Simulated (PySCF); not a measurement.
A structure optimised at PBE0-D3(BJ)/def2-SVP, used in a PySCF frequency run:

```
C
H 1 1.1065
C 1 1.5291 2 108.26
H 3 1.1019 1 112.28 2 -55.28
H 3 1.1027 4 107.50 1 122.86
H 3 1.1028 4 107.40 5 115.09
C 1 1.5356 2 108.40 3 120.84
H 7 1.1054 1 110.20 2 179.45
H 7 1.1065 8 105.30 1 -117.51
Si 7 1.8919 8 107.64 9 -113.10
H 10 1.4947 7 112.00 8 -50.53
H 10 1.4956 11 108.20 7 -120.26
H 10 1.4967 11 108.44 12 -117.78
Si 1 1.9070 2 104.74 3 -118.57
H 14 1.4978 1 110.31 2 -51.46
H 14 1.4997 15 107.83 11 63.08
Si 14 2.3468 15 108.62 16 118.50
H 17 1.4957 14 110.92 15 -48.67
H 17 1.4965 18 108.42 14 122.13
H 17 1.4977 18 108.48 19 117.15
```
Charge 0, spin multiplicity 1.

Q: Write its SMILES and formula.

A: C[C@H](C[SiH3])[SiH2][SiH3], C₃H₁₄Si₃

Q: What are its rotational constants (standard atomic weights)?

A: 3.1283, 0.80348, 0.67934 GHz
